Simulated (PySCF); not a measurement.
C2H5FOSi2, SMILES O=C1C[SiH2][Si@@H]1F. Geometry: PBE-D3(BJ)/def2-SVP. The structure was generated by enumeration; whether it is a known compound was not checked.

Computed equilibrium geometry at PBE-D3(BJ)/def2-SVP (PySCF confirms it by a frequency run) as bond lengths and angles:
Atoms: O1 C2 C3 Si4 Si5 F6 H7 H8 H9 H10 H11. Bonded distances (Å): O1–C2 1.213, C2–C3 1.537, C2–Si5 1.995, C3–Si4 1.938, C3–H7 1.116, C3–H8 1.109, Si4–Si5 2.362, Si4–H9 1.503, Si4–H10 1.500, Si5–F6 1.649, Si5–H11 1.504. Bond angles (°): O1–C2–C3 126.4, O1–C2–Si5 131.3, C3–C2–Si5 100.7, C2–C3–Si4 98.8, C2–C3–H7 107.3, C2–C3–H8 113.9, Si4–C3–H7 104.4, Si4–C3–H8 122.3, H7–C3–H8 108.9, C3–Si4–Si5 78.3, C3–Si4–H9 112.5, C3–Si4–H10 114.1, Si5–Si4–H9 115.0, Si5–Si4–H10 121.5, H9–Si4–H10 111.4, C2–Si5–Si4 74.5, C2–Si5–F6 113.6, C2–Si5–H11 118.1, Si4–Si5–F6 113.5, Si4–Si5–H11 126.7, F6–Si5–H11 107.3.
Charge 0, spin multiplicity 1.
